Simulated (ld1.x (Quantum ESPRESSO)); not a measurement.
u(r) = r·R(r): atom against pseudo-atom (zinc)

Columns: radius, all-electron u(r) and pseudo u(r) of the 4s shell (level -6.62 eV) of zinc in the configuration [Ar] 3d10 4s1.75 4p0.25; LDA (PZ), scalar-relativistic, PAW scheme, ld1.x (Quantum ESPRESSO) 7.5.

```tsv
r (bohr)	all-electron	pseudo
0.128	-0.1598	-0.0467
0.255	-0.0319	-0.0937
0.382	0.2049	-0.1419
0.510	0.2850	-0.1919
0.638	0.2255	-0.2435
0.765	0.0967	-0.2961
0.893	-0.0538	-0.3498
1.020	-0.1973	-0.4030
1.148	-0.3239	-0.4552
1.275	-0.4276	-0.5043
1.402	-0.5095	-0.5493
1.530	-0.5717	-0.5890
1.658	-0.6159	-0.6216
1.785	-0.6448	-0.6459
1.912	-0.6613	-0.6613
2.040	-0.6674	-0.6674
2.168	-0.6651	-0.6651
2.295	-0.6561	-0.6561
2.422	-0.6420	-0.6420
2.550	-0.6237	-0.6237
2.678	-0.6024	-0.6024
2.805	-0.5791	-0.5791
2.932	-0.5543	-0.5543
3.060	-0.5284	-0.5284
3.188	-0.5020	-0.5020
3.315	-0.4758	-0.4758
```

How many radial nodes do the two functions have?

The all-electron 4s function has n − l − 1 = 3 (the table is too coarse to show those close to the nucleus); the pseudo-wave has 0, since the states of the same l below it are removed with the core.

At about which radius was the pseudo-wave matched?

1.95 bohr, where the columns begin to agree (steps of 0.13 bohr).

Is the pseudo-wave norm-conserving?

No, it belongs to a PAW set: the norm inside the radius is not constrained, and the difference is carried by the augmentation charge.
